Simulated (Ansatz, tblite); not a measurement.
Cost and result up the ladder for the cluster Si7⁻ (the lowest doublet isomer of a short search) (7 atoms). Total charge -1; doublet. Geometry: PBE-D4/def2-SVPD.

```xyz
7

Si    0.353   -1.015    0.400
Si    1.796   -0.822    2.179
Si   -1.528   -0.152   -0.945
Si    0.164    1.505   -0.273
Si    2.205    0.760    0.482
Si   -1.274   -2.383   -0.465
Si   -1.716    2.108   -1.379
```

Ansatz on 4 threads of Arm Neoverse V2 on a shared host; xTB runs through tblite on one thread. Times are rough, summed over both states, and most runs start from the orbitals of an earlier one. No level here is sound enough to serve as a yardstick. The other state is a singlet.

The xTB rows come from tblite. The structure comes from a short search, and lower isomers may exist.

Run but left out: HF/def2-SVPD, MP2/def2-SVPD, CCSD/def2-SVPD, CCSD(T)/def2-SVPD (doublet: ⟨S²⟩ 1.42, where a pure state has 0.75).

Raw xTB energies of ions are shifted by several eV, and xTB has no spin-polarisation term.

```csv
level,functions,vertical IE (eV),remarks
r2SCAN-D4/def2-TZVPD,301,2.68,restricted SCF unstable in HF (singlet)
GFN2-xTB,63,2.99,–
PBE0-D4/def2-TZVPD (with forces),301,2.68,restricted SCF unstable in HF (singlet)
PBE-D4/def2-TZVPD,301,2.55,restricted SCF unstable in HF (singlet)
```

Problem. Estimate how long each takes.

Solution. GFN2-xTB 0.032 s; PBE-D4/def2-TZVPD 17 s; PBE0-D4/def2-TZVPD (with forces) 35 s; r2SCAN-D4/def2-TZVPD 42 s. On shared hardware such times vary by a factor of up to 3.
